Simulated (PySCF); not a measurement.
**Spinor energies of Ce⁴⁺ (cerium, charge +4)**

Start: [Xe]. Calculated with PySCF 2.14 in x2c-TZVPPall-2c with one added diffuse shell each of s, p, d, f type (12s12p11d5f2g, 156 functions): generalised Hartree-Fock with the X2C-1e Hamiltonian and a Gaussian nucleus; spin-orbit coupling (SO) screened by Boettger's factors.

| spinor shell | electrons | ε, screened SO (eV) | weight of nominal j (screened SO) | rms radius, screened SO (bohr) |
| --- | --- | --- | --- | --- |
| 1s1/2 | 2 | -40682.6 | 1.000 | 0.0280 |
| 2s1/2 | 2 | -6661.5 | 1.000 | 0.114 |
| 2p1/2 | 2 | -6277.9 | 1.000 | 0.0979 |
| 2p3/2 | 4 | -5827.7 | 1.000 | 0.104 |
| 3s1/2 | 2 | -1517.6 | 1.000 | 0.296 |
| 3p1/2 | 2 | -1354.0 | 1.000 | 0.288 |
| 3p3/2 | 4 | -1263.2 | 1.000 | 0.301 |
| 3d3/2 | 4 | -979.79 | 1.000 | 0.272 |
| 3d5/2 | 6 | -960.53 | 1.000 | 0.276 |
| 4s1/2 | 2 | -362.74 | 1.000 | 0.674 |
| 4p1/2 | 2 | -299.25 | 1.000 | 0.696 |
| 4p3/2 | 4 | -279.40 | 1.000 | 0.723 |
| 4d3/2 | 4 | -172.60 | 1.000 | 0.787 |
| 4d5/2 | 6 | -169.02 | 1.000 | 0.797 |
| 5s1/2 | 2 | -89.582 | 1.000 | 1.56 |
| 5p1/2 | 2 | -68.559 | 1.000 | 1.71 |
| 5p3/2 | 4 | -65.151 | 1.000 | 1.77 |

```tsv
quantity	screened SO
E (hartree)	-8855.87828
M_J	0
⟨J²⟩	0.000
⟨L²⟩	0.039
⟨S²⟩	0.039
```

Breit and QED terms are absent; they matter most for the inner s and p1/2 levels.

Densities and radii are taken from the X2C orbitals without a picture-change correction, which distorts them close to the nucleus.
